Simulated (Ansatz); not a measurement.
Consider the substitution at a C–C bond: `CCc1ccccc1` + `N=O` → `O=Nc1ccccc1` + `CC`.

Computed with Ansatz on PBE0-D4/def2-TZVP structures; ΔE is electronic, products minus reactants. CCSD(T)/CBS is the MP2 limit (def2-TZVPP, def2-QZVPP) plus CCSD(T) − MP2 in def2-TZVPP, frozen cores. This one scheme is used for every species. Functionals use def2-TZVPP. Each species was taken in one conformer, which may not be the lowest.

`CCc1ccccc1`:

Cartesian coordinates in Å:
```
C -0.110 1.826 -1.753
C 0.950 0.894 -1.173
C 0.393 -0.011 -0.113
C -0.151 -1.248 -0.444
C -0.707 -2.066 0.527
C -0.729 -1.658 1.852
C -0.189 -0.428 2.197
C 0.366 0.386 1.221
H -0.541 2.458 -0.973
H 0.314 2.476 -2.522
H -0.926 1.255 -2.202
H 1.382 0.290 -1.976
H 1.766 1.488 -0.753
H -0.133 -1.577 -1.479
H -1.121 -3.029 0.249
H -1.161 -2.297 2.614
H -0.196 -0.102 3.231
H 0.791 1.345 1.499
```

`N=O`:

Z-matrix (Å, degrees):
```
N
O 1 1.190
H 1 1.063 2 108.9
```

`O=Nc1ccccc1`:

```xyz
13

O    -0.902   -2.853    1.204
N    -0.471   -1.829    1.663
C    -0.206   -0.793    0.709
C     0.292    0.388    1.243
C     0.580    1.448    0.400
C     0.367    1.315   -0.964
C    -0.134    0.126   -1.493
C    -0.423   -0.934   -0.658
H     0.444    0.447    2.315
H     0.970    2.376    0.802
H     0.591    2.143   -1.627
H    -0.295    0.038   -2.561
H    -0.813   -1.872   -1.034
```

`CC`:

Z-matrix (Å, degrees):
```
C
C 1 1.519
H 1 1.093 2 111.4
H 1 1.093 2 111.4 3 120.0
H 1 1.093 2 111.4 3 -120.0
H 2 1.093 1 111.4 3 180.0
H 2 1.093 1 111.4 3 -60.0
H 2 1.093 1 111.4 3 60.0
```

```tsv
level	ΔE (kJ/mol)	difference from CCSD(T)/CBS
revPBE-D4	-37.7	-13.9
r2SCAN-D4	-47.0	-23.2
r2SCAN	-49.0	-25.2
PBE0	-40.5	-16.7
LC-ωPBE	-31.0	-7.2
RPA@PBE/def2-TZVPP	-14.9	8.9
MP2/def2-SVP	-21.6	2.2
SCS-MP2/def2-TZVPP	-21.8	2.0
HF/def2-QZVPP	-29.6	-5.8
CCSD/CBS(def2)	-20.8	3.0
CCSD(T)/CBS	-23.8	0
```

Largest T1 diagnostic among the species: 0.015.

Leaving LDA and LC-ωPBE aside and taking each functional with its dispersion term where it has one, the values, not all of them listed here, spread over 19.0 kJ/mol, from r2SCAN-D4 to ωB97M-V. The D4 term adds +7.9 kJ/mol with B3LYP and +4.8 kJ/mol with PBE0; it sums over pairs of atoms, weighted by their polarisabilities, and B3LYP, whose exchange is more repulsive, gets the larger term. From PBE to PBE0 (25 % exact exchange), in def2-TZVPP and without D4, ΔE moves by +8.8 kJ/mol.

B3LYP here is the variant with VWN-RPA as its local correlation; programs differ in this.
